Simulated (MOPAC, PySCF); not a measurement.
Donor–acceptor adduct: ClFHIn (SMILES [F][InH][Cl]) (first 4 atoms) with NH3 (SMILES N); geometry from B3LYP-D3(BJ)/def2-TZVP, rigid monomers moved along the line of their centres of mass till In2···N5 is 3.25 Å.
(charge 0, multiplicity 1):
```tsv
atom	x (Å)	y (Å)	z (Å)
F	0.8802	1.4208	1.1647
In	-0.7270	0.2746	1.3966
Cl	-2.2034	1.2916	2.9507
H	-1.2190	-0.7851	0.1578
N	1.0761	-1.2673	3.6169
H	1.9315	-0.7185	3.5694
H	0.6231	-1.0840	4.5074
H	1.3105	-2.2523	3.5617
```

Counterpoise-corrected where a basis set is named; no monomer relaxation. Rows marked so take none.

Rows in STO-3G carry no dispersion term and start afresh at each structure; the Pople sets are all-electron and without relativity. The state reached by AM1, PM7 isn't checked; PM7 holds dispersion and hydrogen-bond terms.

Run with MOPAC for AM1, PM7 (differences of heats of formation); PySCF for STO-3G rows. 

Problem. One of these levels gives -15.07 kcal/mol for the interaction energy. Name it.
(A) PM7
(B) AM1
(C) HF/STO-3G (no counterpoise)

Solution. C, HF/STO-3G (no counterpoise). The others give -13.05 (AM1), -10.82 (PM7)
